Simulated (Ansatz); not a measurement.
Ideal-gas functions of `CC1=CB1` at 500 K and 1 bar, from an Ansatz frequency run at PBE0-D4/def2-TZVP.

Molar mass 51.88 g/mol, point group Cs (symmetry number 1), electronic degeneracy 1, moments of inertia 21.052, 76.13, 94.101 u Å². Harmonic wavenumbers (cm⁻¹, unscaled): 78, 332, 361, 722, 767, 853, 919, 953, 1020, 1045, 1233, 1279, 1388, 1469, 1472, 1691, 2743, 3047, 3117, 3127, 3220.

Use S(trans) = R[1.5 ln M + 2.5 ln T − 1.1517]; rotational temperatures θ = 24.2544 K / I; S(rot) = R[ln(√π/σ · √(T³/θAθBθC)) + 1.5]; for each mode x = 1.438777 ν̃/T, S = R[x/(eˣ − 1) − ln(1 − e⁻ˣ)] and H = RT x/(eˣ − 1); 1 cm⁻¹ = 0.0119627 kJ/mol; R = 8.31446 J/(mol·K).

Question: By hand: the entropy, in J/(mol·K).

Answer: Translation 168.9. Rotation: θ = 1.1521, 0.3186, 0.2577 K, giving 104.5. Vibration, mode by mode: 20.75, 9.00, 8.36, 3.59, 3.24, 2.66, 2.29, 2.12, 1.82, 1.72, 1.12, 1.00, 0.78, 0.64, 0.64, 0.38, 0.03, 0.01, 0.01, 0.01, 0.01, in all 60.2. Electronic 0.0. Sum 333.6 J/(mol·K).

Question: By hand: H − E and G − E in kJ/mol, counted from the electronic energy.

Answer: Zero-point energy ½ × 30836 × 0.0119627 = 184.4; thermal vibration 16.7; translation, rotation and pV give 4 RT = 16.6. H − E = 217.7 kJ/mol, and G − E = 217.7 − 500 × 333.6/1000 = 50.9 kJ/mol.

Vibration gives 18 % of the entropy, 20.8 J/(mol·K) of it from the mode under 150 cm⁻¹: soft modes count most, and the harmonic formula is weakest for them.
